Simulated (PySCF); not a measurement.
BClH₄O₂Si. Atoms are numbered in the order given.

```xyz
9

Si    -1.0000    -0.3663     0.0000
Cl     0.3908    -1.9537     0.0000
B      0.1696     1.3145     0.0000
O     -0.2962     2.5921     0.0000
O      1.5126     1.1483     0.0000
H     -1.8703    -0.5237    -1.2016
H     -1.8703    -0.5237     1.2016
H     -1.2552     2.6756     0.0000
H      1.7737     0.2157     0.0000
```
Charge 0, spin multiplicity 1.

Coordinates come from a B3LYP-D3(BJ)/def2-SVP optimisation. One conformer was computed; it need not be the lowest.

All values below come from B3LYP/pcSseg-1 in PySCF.

GIAO shieldings, no solvent; atoms listed in one row are averaged. δ = σ(ref) − σ: ²⁹Si against TMS (σ = 338.7 ppm); ³⁵Cl against HCl (σ = 933.3 ppm); ¹¹B against BF3 (σ = 86.3 ppm); ¹⁷O against H2O (σ = 333.8 ppm); ¹H against TMS (σ = 31.68 ppm), references at their B3LYP-D3(BJ)/def2-TZVP geometries, non-relativistic (without spin–orbit terms, shifts of atoms bonded to Cl or Br come out too high).

```json
[
 {"nucleus": "²⁹Si", "atoms": "Si1", "count": "1", "δ (ppm)": "-29.7"},
 {"nucleus": "³⁵Cl", "atoms": "Cl2", "count": "1", "δ (ppm)": "-98.6"},
 {"nucleus": "¹¹B", "atoms": "B3", "count": "1", "δ (ppm)": "18.7"},
 {"nucleus": "¹⁷O", "atoms": "O5", "count": "1", "δ (ppm)": "180.2"},
 {"nucleus": "¹⁷O", "atoms": "O4", "count": "1", "δ (ppm)": "159.7"},
 {"nucleus": "¹H", "atoms": "H9", "count": "1", "δ (ppm)": "6.46"},
 {"nucleus": "¹H", "atoms": "H6, H7", "count": "2", "δ (ppm)": "5.03"},
 {"nucleus": "¹H", "atoms": "H8", "count": "1", "δ (ppm)": "4.42"}
]
```
